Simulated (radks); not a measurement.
Q: These are the eigenvalues of the occupied orbitals of an atom or ion with whole-number occupations (Ry). Method: scalar-relativistic Kohn-Sham, SCAN, spin-polarised, spherical densities, finite nucleus; meta-GGA in the generalised Kohn-Sham scheme; Fermi nuclear charge, rms radius of each element as measured or else 0.836 A^(1/3) + 0.57 fm; computed with a radial shooting solver on a logarithmic mesh with Libxc functionals.

1s up: -265.6862
1s down: -265.3866
2s up: -30.45902
2s down: -29.98941
2p up: -25.17593
2p down: -24.60679
3s up: -4.75414
3s down: -4.50513
3p up: -3.38467
3p down: -3.13932
3d up: -1.37299

Which element is it, and in what charge state? The configuration may be excited. Open shells, if any, are filled with parallel spins first.

A: Z = 19, potassium, charge +2: K2+ in [He] 2s2 2p5 3s2 3p5 3d1. The list shows which subshells hold electrons but not how many an open one holds; the 1s level, -132.84 hartree, gives Z - s = 16.3 by -(Z - s)^2/2, which with screening and relativity narrows Z to a few neighbours, and the depths of the outer levels then fix element, charge and occupations together.
